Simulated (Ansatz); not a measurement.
CdP, multiplicity 4 (lowest of 2S+1 = 2, 4 at CCSD(T)/def2-TZVPP on PBE0 minima; our sources give no spin for the ground state, which may be another), most abundant isotopes (113.9034 and 30.9738 u). Constants from fifth-degree fits in 1/R to seven points on the lowest solution found; no spin–orbit coupling, no relativity up to Kr; ω_e x_e and α_e move by some per cent with the fit.

Correlated levels freeze the inner cores; with def2 sets outer-core shells near the valence are correlated too. CBS(a, b) extrapolates the correlation energy as X⁻³ and adds the Hartree–Fock energy of set b.

The values were computed with Ansatz (a quantum-chemistry and plane-wave program). Each number belongs to the level named beside it. In def2 rows elements past Kr take small-core potentials, without spin–orbit coupling.

| level | r_e (Å) | ω_e (cm⁻¹) | ω_e x_e (cm⁻¹) | α_e (cm⁻¹) |
|---|---|---|---|---|
| PBE/def2-TZVPP | 2.6926 | 163.0 | 2.20 | 0.00122 |
| CCSD(T)/CBS(def2-TZVPP, def2-QZVPP) | 2.6928 | 139.6 | 5.29 | 0.00225 |

Problem. Derive the rotational constants, the centrifugal constant, the fundamental, the zero-point energy and the force constant.

Solution. 
μ = 24.35178 u.
- PBE/def2-TZVPP: B_e = 16.8576/(μ r_e²) = 0.095480 cm⁻¹; B₀ = B_e − α_e/2 = 0.094869 cm⁻¹; D = 4B_e³/ω_e² = 1.31e-07 cm⁻¹; fundamental ω_e − 2ω_e x_e = 159 cm⁻¹; zero-point energy ω_e/2 − ω_e x_e/4 = 81 cm⁻¹; k = μ(2πcω_e)² = 38.1 N/m
- CCSD(T)/CBS(def2-TZVPP, def2-QZVPP): B_e = 16.8576/(μ r_e²) = 0.095465 cm⁻¹; B₀ = B_e − α_e/2 = 0.094338 cm⁻¹; D = 4B_e³/ω_e² = 1.79e-07 cm⁻¹; fundamental ω_e − 2ω_e x_e = 129 cm⁻¹; zero-point energy ω_e/2 − ω_e x_e/4 = 68 cm⁻¹; k = μ(2πcω_e)² = 28.0 N/m
